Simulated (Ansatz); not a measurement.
`[NH2][Al]([F])[O][SiH3]` + `O=C(O)O` → `O=C(O)O[SiH3]` + `[NH2][Al]([OH])[F]`  (ligand exchange at the Si–O bond)

Gas-phase electronic energies from Ansatz, PBE0-D4/def2-TZVP geometries. CBS: MP2 limit from def2 TZ/QZ plus the TZ coupled-cluster correction, frozen cores. Functionals use def2-TZVPP. One conformer a species, not always the lowest.

**Question.** Is it downhill or uphill in electronic energy at CCSD(T)/CBS, and by how much? (An estimate is asked.)

**Answer.** The calculation gave: Uphill: ΔE = +30.4 kJ/mol.

**Question.** What do these levels give: revPBE-D4, PBE0-D4, r2SCAN0-D4, BHLYP-D4, ωB97M-V, B2PLYP, BLYP, r2SCAN0, HF/def2-SVP, SCS-MP2/def2-TZVPP, HF/CBS(def2), CCSD/CBS(def2)? (An estimate is asked.)

**Answer.** Computed: revPBE-D4 28.2, PBE0-D4 33.5, r2SCAN0-D4 35.2, BHLYP-D4 37.7, ωB97M-V 31.6, B2PLYP 33.8, BLYP 33.1, r2SCAN0 35.3, HF/def2-SVP 51.6, SCS-MP2/def2-TZVPP 33.4, HF/CBS(def2) 43.6, CCSD/CBS(def2) 32.4 kJ/mol.

Largest T1 diagnostic among the species: 0.014.

From BLYP to BHLYP (50 % exact exchange), in def2-TZVPP and without D4, ΔE moves by +4.7 kJ/mol. In def2-TZVPP, CCSD(T) changes the Hartree–Fock value by −11.2 kJ/mol (the triples alone add −2.1 kJ/mol) and MP2 by −11.8 kJ/mol.
